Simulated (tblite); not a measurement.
C5H6ClF2 (doublet state).
Z-matrix (Å and degrees, GFN2-xTB geometry), rows numbered from 1:
```
C 
C   1  1.3207
C   2  1.4887  1  123.52
Cl  3  1.8018  2  108.63  1  -115.64
C   3  1.5505  2  112.49  1   125.51
C   5  1.4777  3  111.74  2   -64.78
F   6  1.3405  5  118.44  3    72.32
F   6  1.3415  5  118.10  3   -62.85
H   1  1.0777  2  121.81  3    -0.34
H   1  1.0757  2  121.63  3  -179.97
H   2  1.0812  1  121.17  3  -179.65
H   3  1.0926  2  111.58  1     1.27
H   5  1.0911  3  108.84  2   174.85
H   5  1.0906  3  109.32  2    55.57
```

Method: GFN2-xTB as coded in tblite; computed harmonic values from a numerical Hessian at the method's own geometry, unscaled. The method is semi-empirical: single wavenumbers can be off by several per cent or more. One conformer, not necessarily the lowest. Open shells enter through the occupations alone, without spin polarisation, and single modes of such species can be off by tens of per cent.

Harmonic wavenumbers (cm⁻¹): 38.5, 59.2, 79.2, 133.5, 216.3, 262.4, 296.4, 348.7, 433.3, 463.7, 547.9, 620.1, 770.7, 848.8, 869.3, 906.9, 932.3, 1003.6, 1016.3, 1063.0, 1151.4, 1191.1, 1208.8, 1247.4, 1261.9, 1274.2, 1293.8, 1405.5, 1428.8, 1701.3, 2950.9, 2995.0, 3006.4, 3075.6, 3104.9, 3140.4.

A = 2404, B = 1071, C = 866.8 MHz; mass 139.013 u (most abundant isotopes); point group C1, symmetry number 1; spin multiplicity 2.

What is the zero-point energy?

½Σν̃ = 21174 cm⁻¹ = 253.29 kJ/mol.

Entropy at 298.15 K, 1 bar (ideal gas, RRHO, classical rotation)?

Translation 170.40, rotation 122.82, vibration 112.15, spin (R ln 2) 5.76: S = 411.1 J/(mol K).

And Cp and H(298.15 K) − H(0)?

Cp = 137.31 J/(mol K), of which vibrations give 104.06 (their classical limit is 36 R = 299.3); H(298.15 K) − H(0) = 26.51 kJ/mol without the zero-point energy, 16.59 from vibrations.

Which modes carry the vibrational entropy at 298.15 K?

38.5 cm⁻¹: 22.32; 59.2 cm⁻¹: 18.76; 79.2 cm⁻¹: 16.36; 133.5 cm⁻¹: 12.11; 216.3 cm⁻¹: 8.33; 262.4 cm⁻¹: 6.89 J/(mol K); the other 30 give 27.39 together.

Blend soft modes into free rotors: weight 1/[1 + (100 cm⁻¹/ν̃)⁴] for the oscillator and the rest for a rotor with moment μB/(μ + B), μ = h/(8π²ν), B = 10⁻⁴⁴ kg m². What vibrational entropy results?

99.04 J/(mol K) in place of 112.15, which changes −T·S at 298.15 K by +3.91 kJ/mol.

Hindered rotation and anharmonicity are outside this model. Other conformers, if any are populated, would add a mixing term that is left out. The structure is chiral; the term R ln 2 for an equal mix with its mirror image is left out.

Hardware: one thread of an Arm Neoverse V1, shared host with 32 logical CPUs at a one-minute load of 9.6. Cost: 0.44 s. The figure is for the frequency step alone.
